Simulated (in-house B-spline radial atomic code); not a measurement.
RPA and G0W0 on LDA VWN5: P VI (P5+)

Configuration [He] 2s2 2p6, mean-field start LDA VWN5. Computed with a B-spline radial code for spherical atoms: all electrons, scalar-relativistic (spin-free one-electron X2C), finite nucleus, each spin shell either full or empty, empty states to l = 9 with an (l + 1/2)⁻⁴ tail; G0W0 by contour deformation at full frequency.

Command:
```bash
python run_gw.py task.json out
```
Settings (radii: box in bohr, nucleus in fm):
```
Z                        15
electrons                10
configuration            [He] 2s2 2p6
hamiltonian              x2c
method                   lda,vwn
lmax                     9
rms_radius               3.1889
spin_polarised           False
box_radius               10.43
intervals                68
```

Run time, properties included: 1.3 s on 1 thread of Intel(R) Xeon(R) Platinum 8488C, on a shared host.

Energies (hartree):

```json
{"term": "mean-field total", "value": "-334.28876"}
{"term": "Hartree-Fock functional on these orbitals", "value": "-335.16774"}
{"term": "direct second order", "value": "-0.67895"}
{"term": "second-order exchange", "value": "0.24001"}
{"term": "SOSEX correction", "value": "0.22475"}
```

Question: What is the RPA correlation energy, and what remains with SOSEX?

Answer: RPA gives -0.61812 hartree (-1.68 eV per electron); RPA + SOSEX gives -0.39337, and the second-order doubles -0.43894 hartree (no singles). SOSEX takes back 36 % of the RPA value.

Quasi-particle levels (eV):

| level | occupied | mean field | Σx - vxc | Σc | QP weight | G0W0 |
| --- | --- | --- | --- | --- | --- | --- |
| 2p | yes | -199.85 | -23.04 | ? | ? | ? |
| 2s | yes | -248.18 | -32.16 | 5.24 | 0.958 | -275.10 |
| 3s | no | -70.26 | 6.02 | -0.65 | 0.997 | -64.89 |

G0W0 = mean field + (Σx - vxc) + Σc, with Σc (partial-wave tail included) taken at the quasi-particle energy. Levels of low weight are left out.

Question: Where does G0W0 put 2p?

Answer: At -220.63 eV, with Σc = 2.26 eV and a quasi-particle weight of 0.972. The tabulated removal energy is 220.43 ± 0.005 eV (NIST, semi-empirical); the calculation leaves out spin-orbit coupling, Breit and QED terms, and what these don't explain is the method's own error.
